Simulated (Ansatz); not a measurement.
`CC1=CC(C)=[O+][B-](O)(Cl)O1`, relaxed with RKS PBE0-D4/def2-TZVP in Ansatz 0.2.0 from a PBE-D4/def2-SVP geometry. The force threshold is 0.005 eV/Å; the program also tests the step.

Total charge 0; spin multiplicity 1.

Start:

```xyz
18

C    -1.339    2.280   -0.611
C    -0.471    1.122   -0.233
C    -0.968   -0.181   -0.059
C    -0.049   -1.231    0.112
C    -0.451   -2.672    0.109
O     1.219   -1.006    0.261
B     1.753    0.401    0.596
O     3.064    0.573    0.170
Cl    1.554    0.635    2.419
O     0.789    1.392   -0.091
H    -2.354    1.967   -0.915
H    -0.857    2.860   -1.423
H    -1.416    2.962    0.263
H    -2.036   -0.392   -0.188
H    -0.307   -3.080    1.132
H    -1.503   -2.818   -0.195
H     0.222   -3.247   -0.557
H     3.149    0.435   -0.789
```

```tsv
step	energy (eV)	largest force (eV/Å)	largest move (Å)
1	-24647.4129	0.666	0.000
2	-24647.4930	0.178	0.035
3	-24647.5018	0.060	0.016
4	-24647.5023	0.030	0.006
5	-24647.5025	0.031	0.008
6	-24647.5025	0.013	0.007
7	-24647.5026	0.010	0.007
8	-24647.5027	0.018	0.018
9	-24647.5027	0.017	0.017
10	-24647.5028	0.013	0.006
11	-24647.5028	0.007	0.003
12	-24647.5028	0.003	0.005
```

End:

```xyz
18

C    -1.325    2.250   -0.613
C    -0.466    1.106   -0.222
C    -0.961   -0.179   -0.045
C    -0.050   -1.214    0.115
C    -0.449   -2.643    0.096
O     1.203   -0.993    0.260
B     1.721    0.395    0.597
O     3.033    0.570    0.188
Cl    1.529    0.625    2.419
O     0.779    1.374   -0.084
H    -2.341    1.939   -0.847
H    -0.884    2.763   -1.470
H    -1.344    2.967    0.213
H    -2.012   -0.385   -0.168
H    -0.262   -3.067    1.087
H    -1.498   -2.773   -0.162
H     0.181   -3.190   -0.609
H     3.146    0.454   -0.757
```

It took 56 s on 4 threads of an AMD EPYC 7R13 on a shared host and a share of an NVIDIA H100 80 GB, with 1 GiB of host memory at the peak.
